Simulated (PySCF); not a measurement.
S²⁺ (sulfur, charge +2) across methods

[Ne] 3s2 3p2, high-spin 3P determinant. All numbers are calculated (PySCF 2.14, the spin-free X2C one-electron Hamiltonian (Gaussian nucleus), in x2c-QZVPPall). The B2PLYP total includes its PT2 part (frozen core); its orbital energies are those of the SCF part.

| method | E (hartree) | mean ε 3s α (eV) | mean ε 3s β (eV) | mean ε 3p α (eV) | Σ⟨r²⟩ (bohr²) | ⟨S²⟩ |
| --- | --- | --- | --- | --- | --- | --- |
| PBE | -397.8085 | -40.304 | -37.775 | -28.941 | 14.90 | 2.003 |
| PBE0 | -397.8380 | -42.599 | -39.200 | -30.569 | 14.90 | 2.004 |
| UHF | -397.42432 | -48.651 | -42.015 | -34.721 | 15.04 | 2.012 |
| r2SCAN | -397.9429 | -41.106 | -37.899 | -29.474 | 14.90 | 2.007 |
| revPBE | -397.9144 | -40.296 | -37.691 | -28.946 | 14.90 | 2.004 |
| B3LYP | -397.9982 | -42.049 | -39.108 | -30.139 | 14.91 | 2.003 |
| wB97M-V | -397.9581 | -44.850 | -41.958 | -32.524 | 14.99 | 2.002 |
| LDA | -396.5754 | -40.270 | -37.977 | -28.852 | 14.92 | 2.001 |
| B2PLYP | -397.8644 | -44.750 | -40.413 | -31.992 | 14.95 | 2.006 |
